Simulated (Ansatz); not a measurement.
`C[Si@H](O)O[Si@@H](O)F`. Total charge 0; spin multiplicity 1. The geometry is a stationary point of PBE0-D4/def2-TZVP. It is one conformer, not always the lowest.

```xyz
14

C    -0.823    0.495    1.948
Si   -0.982   -0.263    0.274
O    -0.150   -1.698    0.281
O    -0.303    0.718   -0.852
Si    1.091    0.716   -1.689
O     2.191   -0.251   -0.988
F     0.756    0.202   -3.157
H    -1.276    1.490    1.966
H     0.231    0.597    2.220
H    -1.314   -0.121    2.704
H    -2.387   -0.516   -0.128
H    -0.516   -2.416   -0.237
H     1.643    2.070   -1.811
H     1.838   -1.021   -0.528
```

What is the dipole moment at ωB97M-V/def2-TZVPP? (Estimate.)

The calculation gave: 2.83 D, with components (-1.69, -1.15, 1.95) D in this frame, pointing from negative to positive charge.

And with PBE, r2SCAN, B3LYP? (Best estimate.)

Ansatz gave: PBE 2.79 D, r2SCAN 2.82 D, B3LYP 2.83 D.

Give the Mulliken charges with ωB97M-V, B3LYP, PBE in def2-TZVPP. (Estimate.)

The calculation gave: 
```
atom  ωB97M-V  B3LYP    PBE
  C1    -0.43  -0.37  -0.36
 Si2     0.57   0.63   0.51
  O3    -0.43  -0.44  -0.39
  O4    -0.39  -0.39  -0.31
 Si5     0.71   0.77   0.64
  O6    -0.39  -0.39  -0.35
  F7    -0.31  -0.32  -0.28
  H8     0.12   0.11   0.11
  H9     0.12   0.10   0.11
 H10     0.12   0.10   0.10
 H11    -0.05  -0.10  -0.09
 H12     0.20   0.20   0.20
 H13    -0.05  -0.10  -0.09
 H14     0.20   0.20   0.20
```

B3LYP here is the variant with VWN-RPA as its local correlation; programs differ in this.
